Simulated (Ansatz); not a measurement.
Basis sets compared for Mg4O4 (the lowest singlet isomer of a short search). Charge 0, multiplicity 1. Geometry PBE-D4/def2-SVP. Ansatz on 4 threads of Arm Neoverse V2 on a shared host; times are rough, and most runs start from earlier orbitals.

```xyz
8

Mg    1.839   -0.945    0.856
Mg   -1.248   -1.643    0.866
Mg    1.248    1.643   -0.866
Mg   -1.839    0.945   -0.856
O     0.472   -2.067    1.375
O    -2.465   -0.557    0.008
O    -0.472    2.067   -1.375
O     2.465    0.557   -0.008
```

The structure comes from a short search, and lower isomers may exist.

Binding counts from free atoms (Mg singlet, O triplet) in the same basis, without a counterpoise term.

```tsv
level	functions	energy (Eh)	HOMO (eV)	LUMO (eV)	binding per atom (eV)	wall time
PBE-D4/def2-SVP	128	-1100.2014	-5.37	-2.62	3.59	1.4 s
PBE-D4/def2-TZVP	252	-1100.8498	-5.39	-2.59	3.53	2.5 s
r2SCAN-D4/def2-TZVP	252	-1101.4065	-5.62	-2.19	3.53	5 s
PBE0-D4/def2-SVP	128	-1100.2452	-6.77	-1.91	3.36	2.4 s
PBE0-D4/def2-TZVP	252	-1100.8929	-6.77	-1.87	3.32	6 s
```

(1) Estimate the rows for PBE-D4/def2-TZVPD, r2SCAN-D4/def2-TZVPD, PBE0-D4/def2-TZVPD.

## Answers

(1) 
```json
{"level": "PBE-D4/def2-TZVPD", "functions": "300", "energy (Eh)": "-1100.8543", "HOMO (eV)": "-5.39", "LUMO (eV)": "-2.58", "binding per atom (eV)": "3.54", "wall time": "4 s"}
{"level": "r2SCAN-D4/def2-TZVPD", "functions": "300", "energy (Eh)": "-1101.4107", "HOMO (eV)": "-5.59", "LUMO (eV)": "-2.17", "binding per atom (eV)": "3.54", "wall time": "7.5 s"}
{"level": "PBE0-D4/def2-TZVPD", "functions": "300", "energy (Eh)": "-1100.8974", "HOMO (eV)": "-6.76", "LUMO (eV)": "-1.86", "binding per atom (eV)": "3.32", "wall time": "7.5 s"}
```
